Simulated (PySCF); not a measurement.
C3F5, SMILES FC(F)=[C]C(F)(F)F, multiplicity 2.

Coordinates come from a B3LYP-D3(BJ)/def2-SVP optimisation. The isomer is the one that the SMILES or the coordinates give; other isomers of the formula were not compared.

Computed with PBE/def2-TZVP run with PySCF.

The molecule is in vacuum.

The total energy comes out as -613.09218 hartree. The point group is Cs and the α spin, highest occupied and lowest empty level is -7.48 and -1.68 eV. The β spin, highest occupied and lowest empty level is -7.17 and -5.20 eV, the dipole moment comes out as 0.222 e·Å and the quadrupole, principal values (traceless, Buckingham form, about the centre of nuclear charge) is -0.94, 0.05, 0.89 D·Å. The mean static polarisability is 40.5 bohr³ (6.00 Å³), the polarisability, principal values is 30.8, 36.5, 54.2 bohr³ and the ⟨S²⟩ comes out as 0.757 (pure state 0.75).
